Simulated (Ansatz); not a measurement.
FH$_{4}$InSi (`[F][InH][SiH3]`). Charge 0, multiplicity 1. In: def2 effective core potential.

```tsv
atom	x (Å)	y (Å)	z (Å)
F1	1.205	-0.936	-2.208
In2	-0.443	-0.596	-1.187
Si3	0.160	0.504	1.043
H4	-1.795	-1.136	-2.091
H5	0.882	1.777	0.780
H6	1.045	-0.408	1.813
H7	-1.054	0.795	1.850
```

Task: List the harmonic frequencies (cm⁻¹, unscaled) at PBE0-D4/def2-TZVP in Ansatz. (Estimate.)

Result: Computed: 37, 94, 297, 327, 453, 478, 509, 571, 846, 933, 940, 1840, 2217, 2233, 2235.

Task: Is this a minimum?

Result: Yes, all 15 modes are real.

Task: Give the ideal-gas thermochemistry at 298.15 K and 1 bar (rigid rotor, harmonic oscillator; point group Cs, symmetry number 1).

Result: Zero-point energy 83.8 kJ/mol; H(298) − E = 102.8 kJ/mol; entropy 345.0 J/(mol·K), of which translation 172.6, rotation 110.5, vibration 61.8; G(298) − E = 0.0 kJ/mol. Modes under 100 cm⁻¹ are hindered rotations or soft bends, so the harmonic entropy is rough.
